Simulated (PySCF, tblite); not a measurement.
Parent: `[CH3:1][C@@H:2]1[CH2:3][C@:4]1([CH3:5])[C:6](=[O:7])[Cl:8]` with C3–C4–C6–O7 -20°, C6H9ClO.

Computed geometry: GFN2-xTB, gas phase. One conformer each, not checked by frequencies here.

| coordinate of the parent | value |
| --- | --- |
| C1–C2 | 1.504 Å |
| C2–C3 | 1.485 Å |
| C3–C4 | 1.521 Å |
| C4–C5 | 1.511 Å |
| C4–C6 | 1.465 Å |
| C6=O7 | 1.191 Å |
| C6–Cl8 | 1.777 Å |
| C2–C4 | 1.534 Å |
| C1–C2–C3 | 121.4° |
| C1–C2–C4 | 122.6° |
| C3–C2–C4 | 60.5° |
| C2–C3–C4 | 61.4° |
| C3–C4–C5 | 118.5° |
| C3–C4–C6 | 114.7° |
| C5–C4–C6 | 118.3° |
| C2–C4–C3 | 58.2° |
| C2–C4–C5 | 117.1° |
| C2–C4–C6 | 116.3° |
| C4–C6–O7 | 128.0° |
| C4–C6–Cl8 | 113.7° |
| O7–C6–Cl8 | 118.3° |

**Question.** How does the shared frame change in `[CH3:1][C@@:2]1([C:3](=[O:4])[Cl:5])[CH2:6][C@@:7]1([CH3:8])[F:9]` with C1–C2–C3–O4 168°, C6H8ClFO? Atoms pair as C1 = C8, C2 = C7, C3 = C6, C4 = C2, C5 = C1, C6 = C3, O7 = O4, Cl8 = Cl5 (parent first).

**Answer.** 
```
   parent   relative  value in the relative  change
    C1–C2      C8–C7                1.501 Å  -0.003
    C2–C3      C7–C6                1.482 Å  -0.003
    C3–C4      C6–C2                1.527 Å  +0.006
    C4–C5      C2–C1                1.511 Å   0.000
    C4–C6      C2–C3                1.470 Å  +0.005
    C6=O7      C3=O4                1.192 Å  +0.001
   C6–Cl8     C3–Cl5                1.766 Å  -0.011
    C2–C4      C7–C2                1.537 Å  +0.003
 C1–C2–C3   C8–C7–C6                 123.9°    +2.5
 C1–C2–C4   C8–C7–C2                 124.0°    +1.4
 C3–C2–C4   C6–C7–C2                  60.7°    +0.2
 C2–C3–C4   C7–C6–C2                  61.4°     0.0
 C3–C4–C5   C6–C2–C1                 118.5°     0.0
 C3–C4–C6   C6–C2–C3                 114.7°     0.0
 C5–C4–C6   C1–C2–C3                 118.4°    +0.1
 C2–C4–C3   C7–C2–C6                  57.9°    -0.3
 C2–C4–C5   C7–C2–C1                 117.6°    +0.5
 C2–C4–C6   C7–C2–C3                 115.8°    -0.5
 C4–C6–O7   C2–C3–O4                 127.1°    -0.9
C4–C6–Cl8  C2–C3–Cl5                 114.1°    +0.4
O7–C6–Cl8  O4–C3–Cl5                 118.8°    +0.5
```

Of the parent's bonds, C6–Cl8 changes most (-0.011 Å). Bonds of the relative outside the shared frame: C7–F9 1.370 Å. Point group C1 → C1.

**Question.** How does the shared frame change in `[CH3:1][C@@H:2]1[CH2:3][C@@:4]1([CH3:5])[C:6](=[O:7])[F:8]` with C3–C4–C6–O7 -149°, C6H9FO? Atoms pair as C1 = C1, C2 = C2, C3 = C3, C4 = C4, C5 = C5, C6 = C6, O7 = O7 (parent first).

**Answer.** 
```tsv
parent	relative	value in the relative	change
C1–C2	C1–C2	1.505 Å	+0.001
C2–C3	C2–C3	1.486 Å	+0.001
C3–C4	C3–C4	1.519 Å	-0.002
C4–C5	C4–C5	1.513 Å	+0.002
C4–C6	C4–C6	1.464 Å	-0.001
C6=O7	C6=O7	1.184 Å	-0.007
C2–C4	C2–C4	1.527 Å	-0.007
C1–C2–C3	C1–C2–C3	121.8°	+0.4
C1–C2–C4	C1–C2–C4	120.2°	-2.4
C3–C2–C4	C3–C2–C4	60.5°	0.0
C2–C3–C4	C2–C3–C4	61.1°	-0.3
C3–C4–C5	C3–C4–C5	120.4°	+1.9
C3–C4–C6	C3–C4–C6	117.7°	+3.0
C5–C4–C6	C5–C4–C6	112.6°	-5.7
C2–C4–C3	C2–C4–C3	58.4°	+0.2
C2–C4–C5	C2–C4–C5	121.0°	+3.9
C2–C4–C6	C2–C4–C6	116.8°	+0.5
C4–C6–O7	C4–C6–O7	129.5°	+1.5
```

Of the parent's bonds, C6–O7 and C2–C4 change most and about equally (-0.007 Å). Bonds of the relative outside the shared frame: C6–F8 1.377 Å. Point group C1 → C1.
